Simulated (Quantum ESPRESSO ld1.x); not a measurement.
The numbers below are computed, except where a source is named.
One sound ld1.x (Quantum ESPRESSO 7.5) input for neutral nickel gives E = -1520.538 hartree in 30 iterations:

```
 &input
    zed=28.0,
    iswitch=1,
    rel=1,
    dft='PBE',
    config='[Ar] 3d8 4s2',
    prefix='ld1',
    max_out_wfc=37,
    file_charge='ld1.rho',
 /
```

Changed or added lines, one case at a time, and what came of them:

- dft='HF': refused. The program stops in ld1_setup with "HF not implemented yet": ld1.x has no Hartree-Fock; KLI and OEP are its exact-exchange options.
- atom='Xx' (without zed): crashed. The symbol names no element; the program warns, takes a nuclear charge of zero and dies without a result.
- config='[Ar] 3d8 4s2 4s2': refused. The program stops in el_config with "wavefunction 4S found too many times": a shell may stand twice only as spin up and down (lsd = 1) or as its two j (rel = 2, l > 0), within their capacities.
- ecut=1: refused. The program stops in ld1_readin with "reading input namelist": the namelist holds a keyword that &input does not know.
- config='[Zn] 3d8 4s2': refused. The program stops in el_config with "wrong core: Zn": the cores known are He, Ne, Ar, Kr, Xe, Hg and Rn.
- config='[Ar] 3d8 4s': refused. The program stops in el_config with "no occupancy field?": each term needs its occupation.
- dx=0.06: inaccurate. The radial step is too large to integrate the orbitals; the run ends without a warning, but the energy is off by -0.03871 hartree against the default mesh.
